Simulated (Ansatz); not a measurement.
Born–Oppenheimer molecular dynamics of ClF2GeH (5 atoms, charge 0, multiplicity 1). It starts from a relaxed structure.

The calculation used RKS PBE0-D4/def2-SVP (Ansatz).

| Property | Result |
| --- | --- |
| ensemble | NVE (velocity Verlet) |
| time step | 0.5 fs |
| steps asked | 250 |
| starting velocities drawn for | 300 K |
| seed | 630017 |

Frames 10 fs apart, positions in Å, forces in eV/Å.

Velocities at 5 fs (Å/ps):

```
Ge 1.36 -1.64 1.52
Cl -0.65 0.80 -1.66
F -1.74 2.38 -0.90
H -9.82 5.72 -18.53
F -1.73 2.11 -0.84
```

```xyz
5
Properties=species:S:1:pos:R:3:forces:R:3 time_fs=5 energy_less_start_eV=0.042 T=193
Ge -0.023 0.045 0.041 0.01 -0.53 0.03
Cl 0.012 -0.022 2.142 0.02 0.00 0.29
F 1.580 -0.008 -0.540 0.45 -0.08 -0.07
H -0.720 1.185 -0.577 -0.47 0.90 -0.26
F -0.786 -1.376 -0.540 -0.01 -0.29 0.01
5
Properties=species:S:1:pos:R:3:forces:R:3 time_fs=15 energy_less_start_eV=0.050 T=171
Ge -0.015 0.033 0.051 -0.64 0.43 -0.85
Cl 0.006 -0.014 2.132 0.06 -0.06 0.71
F 1.578 0.013 -0.551 0.57 -0.17 -0.06
H -0.738 1.196 -0.601 -0.03 0.22 0.16
F -0.803 -1.364 -0.548 0.04 -0.42 0.04
5
Properties=species:S:1:pos:R:3:forces:R:3 time_fs=25 energy_less_start_eV=0.080 T=94
Ge -0.014 0.026 0.051 -0.57 1.36 -1.11
Cl 0.001 -0.008 2.140 0.11 -0.19 0.61
F 1.600 0.025 -0.565 -0.27 -0.21 0.16
H -0.749 1.342 -0.468 0.51 -0.98 0.27
F -0.819 -1.371 -0.554 0.22 0.02 0.08
5
Properties=species:S:1:pos:R:3:forces:R:3 time_fs=35 energy_less_start_eV=0.071 T=117
Ge -0.016 0.028 0.040 0.63 -0.45 0.18
Cl 0.000 -0.007 2.163 0.13 -0.24 0.00
F 1.612 0.027 -0.571 -0.60 -0.23 0.24
H -0.683 1.283 -0.362 -0.46 0.67 -0.52
F -0.823 -1.379 -0.556 0.31 0.24 0.10
5
Properties=species:S:1:pos:R:3:forces:R:3 time_fs=45 energy_less_start_eV=0.030 T=223
Ge -0.015 0.032 0.029 -0.14 0.15 0.61
Cl 0.002 -0.012 2.187 0.08 -0.10 -0.67
F 1.597 0.018 -0.566 -0.02 -0.19 0.08
H -0.719 1.261 -0.498 -0.10 0.16 -0.08
F -0.813 -1.376 -0.554 0.19 -0.03 0.06
5
Properties=species:S:1:pos:R:3:forces:R:3 time_fs=55 energy_less_start_eV=0.095 T=56
Ge -0.017 0.040 0.024 -1.16 1.09 0.20
Cl 0.006 -0.019 2.192 0.01 0.05 -0.89
F 1.581 -0.001 -0.557 0.54 -0.11 -0.06
H -0.780 1.255 -0.673 0.57 -0.73 0.71
F -0.794 -1.375 -0.548 0.03 -0.31 0.04
5
Properties=species:S:1:pos:R:3:forces:R:3 time_fs=65 energy_less_start_eV=0.026 T=233
Ge -0.028 0.053 0.027 0.29 -0.65 0.67
Cl 0.010 -0.026 2.175 0.00 0.05 -0.56
F 1.588 -0.025 -0.550 0.05 0.00 0.05
H -0.724 1.222 -0.566 -0.35 0.66 -0.20
F -0.773 -1.387 -0.540 0.00 -0.06 0.04
5
Properties=species:S:1:pos:R:3:forces:R:3 time_fs=75 energy_less_start_eV=0.027 T=230
Ge -0.038 0.065 0.035 0.75 -0.68 -0.06
Cl 0.015 -0.031 2.144 0.01 -0.03 0.21
F 1.597 -0.048 -0.541 -0.53 0.15 0.14
H -0.716 1.319 -0.432 -0.20 0.23 -0.30
F -0.751 -1.402 -0.530 -0.03 0.33 0.01
5
Properties=species:S:1:pos:R:3:forces:R:3 time_fs=85 energy_less_start_eV=0.089 T=71
Ge -0.041 0.071 0.042 -0.11 0.65 -0.97
Cl 0.019 -0.036 2.118 -0.01 -0.01 0.88
F 1.583 -0.065 -0.525 -0.19 0.22 -0.01
H -0.757 1.403 -0.458 0.50 -1.07 0.18
F -0.732 -1.403 -0.519 -0.19 0.21 -0.08
5
Properties=species:S:1:pos:R:3:forces:R:3 time_fs=95 energy_less_start_eV=0.057 T=153
Ge -0.041 0.075 0.040 0.02 -0.58 -0.36
Cl 0.024 -0.042 2.115 -0.06 0.12 0.84
F 1.563 -0.071 -0.511 0.65 0.19 -0.22
H -0.736 1.237 -0.584 -0.26 0.52 -0.14
F -0.723 -1.394 -0.513 -0.34 -0.24 -0.12
5
Properties=species:S:1:pos:R:3:forces:R:3 time_fs=105 energy_less_start_eV=0.054 T=160
Ge -0.042 0.076 0.030 0.14 -0.74 0.07
Cl 0.027 -0.045 2.133 -0.10 0.20 0.23
F 1.570 -0.068 -0.507 0.51 0.19 -0.16
H -0.747 1.196 -0.655 -0.26 0.60 -0.06
F -0.730 -1.395 -0.512 -0.29 -0.26 -0.08
5
Properties=species:S:1:pos:R:3:forces:R:3 time_fs=115 energy_less_start_eV=0.070 T=120
Ge -0.044 0.073 0.019 0.00 0.36 -0.09
Cl 0.027 -0.043 2.158 -0.10 0.15 -0.38
F 1.600 -0.054 -0.510 -0.41 0.19 0.03
H -0.782 1.346 -0.596 0.56 -0.95 0.47
F -0.750 -1.406 -0.515 -0.06 0.24 -0.03
```

Of the whole run (125 fs, mean temperature of the second half 153 K): The conserved energy stayed within 0.12 meV per atom of its start (net change 0.012 meV per atom), so the integration is sound. Over the second half the temperature averaged 0.51 of the 300 K drawn at the start: a run that starts near a minimum puts about half its kinetic energy into the potential. A run of 0.12 ps of so small a system gives no equilibrium averages.

The run took 6.7 min on 2 threads of Arm Neoverse V2, on a shared host, peak memory 0.17 GiB.
